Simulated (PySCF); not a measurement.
Species: C₁₂H₁₁BO.
Atom-mapped SMILES: `[OH:1][B:2]([c:3]1[cH:4][cH:5][cH:6][cH:7][cH:8]1)[c:9]1[cH:10][cH:11][cH:12][cH:13][cH:14]1`

Geometry (PBE0-D3(BJ)/def2-SVP, Å), atoms numbered from 1 in this order:
```
atom  x, y, z in Å
O1     0.583    1.389    1.952
B2     0.507    0.434    0.984
C3     1.824   -0.265    0.479
C4     2.871   -0.549    1.374
C5     4.057   -1.139    0.944
C6     4.229   -1.444   -0.406
C7     3.210   -1.164   -1.316
C8     2.020   -0.589   -0.874
C9    -0.922    0.107    0.437
C10   -1.210   -1.092   -0.236
C11   -2.495   -1.371   -0.699
C12   -3.518   -0.443   -0.504
C13   -3.256    0.754    0.164
C14   -1.973    1.019    0.633
H15    1.493    1.592    2.195
H16    2.750   -0.323    2.439
H17    4.850   -1.363    1.661
H18    5.160   -1.903   -0.750
H19    3.344   -1.396   -2.375
H20    1.227   -0.374   -1.596
H21   -0.416   -1.828   -0.387
H22   -2.701   -2.313   -1.213
H23   -4.526   -0.655   -0.871
H24   -4.059    1.480    0.320
H25   -1.769    1.952    1.166
```

NICS = −σ at a ghost point: NICS(0) at the centroid of the ring atoms, NICS(1) 1 Å to either side along the normal of their mean plane, zz for the tensor component along that normal. Level: GIAO PBE/pcSseg-1 (PySCF, non-relativistic, gas phase) on the PBE0-D3(BJ)/def2-SVP geometry, one conformer.

Ring bond lengths (Å): C3–C4 1.406, C4–C5 1.393, C5–C6 1.395, C6–C7 1.395, C7–C8 1.394, C8–C3 1.405; C9–C10 1.405, C10–C11 1.394, C11–C12 1.394, C12–C13 1.396, C13–C14 1.392, C14–C9 1.406.

Problem. What do the NICS probes read (ppm)?

Solution. 
```
                  ring                                              type  NICS(0)  NICS(1), two faces  NICS(1)zz, two faces  rms pucker (Å)  centre to ring atoms, mean (Å)
     C3–C4–C5–C6–C7–C8  6-membered carbocycle; formal bonds all aromatic     -7.3       -10.8 / -10.4         -27.6 / -27.2            0.00                            1.40
C9–C10–C11–C12–C13–C14  6-membered carbocycle; formal bonds all aromatic     -7.0       -10.3 / -10.6         -26.8 / -27.2            0.00                            1.40
```

Problem. What can be read from them?

Solution. 
- C3–C4–C5–C6–C7–C8: mean NICS(1)zz -27.4 ppm, shielded. For a flat ring without four-coordinate atoms the NICS criterion counts such a value as aromatic.
- C9–C10–C11–C12–C13–C14: mean NICS(1)zz -27.0 ppm, shielded, aromatic by this magnetic criterion (flat ring, no four-coordinate atom).

Problem. How equal are the bonds by HOMA? HOMA = 1 − mean of α(R − Ropt)² over the ring bonds, with Krygowski's 1993 parameters (CC: Ropt 1.388 Å, α 257.7 Å⁻²).

Solution. 
- C3–C4–C5–C6–C7–C8: HOMA 0.97 = 1 − EN − GEO, with mean bond length 1.398 Å, EN = α(Ropt − mean)² = 0.025 and GEO = α × variance = 0.008. The geometric and the magnetic index point the same way.
- C9–C10–C11–C12–C13–C14: HOMA 0.97 = 1 − EN − GEO, with mean bond length 1.398 Å, EN = α(Ropt − mean)² = 0.025 and GEO = α × variance = 0.008. The geometric and the magnetic index point the same way.

Problem. Give the inner angles of the rings.

Solution. 
- C3–C4–C5–C6–C7–C8: C3 117.6°, C4 121.5°, C5 119.8°, C6 119.8°, C7 120.0°, C8 121.3°; sum 720.0° against 720° for a flat convex ring.
- C9–C10–C11–C12–C13–C14: C9 117.9°, C10 121.3°, C11 119.8°, C12 120.0°, C13 119.9°, C14 121.2°; sum 720.0° against 720° for a flat convex ring.

Problem. What are the shieldings of the ring atoms and their hydrogens in the same run (means over atoms taken as equivalent)?

Solution. 
```tsv
atoms	environment	σ isotropic (ppm)	principal values of the symmetric part, first atom (ppm)
C3 (×2)	substituted aromatic carbon	39.7	-48.4, -21.1, 182.9
C4 (×4)	aromatic CH carbon	41.4	-66.1, 38.4, 167.4
C5 (×4)	aromatic CH carbon	48.7	-61.5, 36.5, 169.1
C6 (×2)	aromatic CH carbon	45.6	-62.6, 31.6, 169.1
H16 (×4)	aromatic hydrogen	23.34	20.0, 22.2, 28.6
H17 (×4)	aromatic hydrogen	23.72	20.5, 23.8, 26.7
H18 (×2)	aromatic hydrogen	23.69	20.6, 24.0, 26.4
```

Problem. How do the values depend on the level or the medium?

Solution. 
```
             level  NICS(0), C3–C4–C5–C6–C7–C8  mean NICS(1)zz, C3–C4–C5–C6–C7–C8  NICS(0), C9–C10–C11–C12–C13–C14  mean NICS(1)zz, C9–C10–C11–C12–C13–C14
 PBE/pcSseg-1, gas                        -7.3                              -27.4                             -7.0                                   -27.0
PBE0/pcSseg-1, gas                        -7.8                              -28.5                             -7.5                                   -28.1
```

The geometry is the same throughout.
